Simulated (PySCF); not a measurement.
HClTe, singlet, at a GFN2-xTB geometry (core potentials on Te). Base run: PySCF with B3LYP/def2-SVP.

PySCF was given this input:
```python
from pyscf import gto, scf, dft, solvent

mol = gto.Mole()
mol.atom = '''
    Te   -0.30154657   -0.28540309    0.38677778
    H    -1.32486444   -0.80170241   -0.79095658
    Cl    1.00031094    0.92015664   -1.13655813
'''
mol.basis = 'def2-svp'
mol.ecp = {'Te': 'def2-svp'}
mol.verbose = 4
mol.build()

mf = dft.RKS(mol)
mf.xc = 'b3lyp'
mf.kernel()
mf.analyze()
```

The base run was repeated with changes; each row names its change, and settings that it needs were set with it.

```json
[
 {"change": "base", "ΔE vs base (kcal/mol)": "0.000", "dipole (D)": "1.93", "HOMO-LUMO gap (eV)": "3.62"},
 {"change": "model = COSMO; solvent = tetrahydrofuran", "ΔE vs base (kcal/mol)": "-2.34", "dipole (D)": "2.47", "HOMO-LUMO gap (eV)": "3.72"},
 {"change": "model = IEF-PCM; solvent = tetrahydrofuran; lebedev_order = 41", "ΔE vs base (kcal/mol)": "-2.35", "dipole (D)": "2.49", "HOMO-LUMO gap (eV)": "3.71"},
 {"change": "model = IEF-PCM; solvent = dimethylsulfoxide", "ΔE vs base (kcal/mol)": "-2.87", "dipole (D)": "2.62", "HOMO-LUMO gap (eV)": "3.74"},
 {"change": "model = IEF-PCM; solvent = methanol", "ΔE vs base (kcal/mol)": "-2.83", "dipole (D)": "2.61", "HOMO-LUMO gap (eV)": "3.73"},
 {"change": "model = IEF-PCM; solvent = tetrahydrofuran; r_probe = 0.5", "ΔE vs base (kcal/mol)": "-1.05", "dipole (D)": "2.24", "HOMO-LUMO gap (eV)": "3.66"},
 {"change": "model = IEF-PCM; solvent = tetrahydrofuran; vdw_scale = 1.0", "ΔE vs base (kcal/mol)": "-5.00", "dipole (D)": "2.85", "HOMO-LUMO gap (eV)": "3.80"},
 {"change": "model = IEF-PCM; solvent = water", "ΔE vs base (kcal/mol)": "-2.92", "dipole (D)": "2.63", "HOMO-LUMO gap (eV)": "3.74"},
 {"change": "model = IEF-PCM; solvent = tetrahydrofuran", "ΔE vs base (kcal/mol)": "-2.35", "dipole (D)": "2.49", "HOMO-LUMO gap (eV)": "3.71"},
 {"change": "model = ddCOSMO; solvent = tetrahydrofuran", "ΔE vs base (kcal/mol)": "-2.29", "dipole (D)": "2.48", "HOMO-LUMO gap (eV)": "3.72"},
 {"change": "model = IEF-PCM; solvent = tetrahydrofuran; vdw_scale = 1.1", "ΔE vs base (kcal/mol)": "-3.35", "dipole (D)": "2.65", "HOMO-LUMO gap (eV)": "3.75"},
 {"change": "model = SS(V)PE; solvent = tetrahydrofuran", "ΔE vs base (kcal/mol)": "-2.34", "dipole (D)": "2.49", "HOMO-LUMO gap (eV)": "3.71"}
]
```

The base is the gas phase, so ΔE is the electrostatic part of solvation at a fixed geometry, without cavity and dispersion terms.
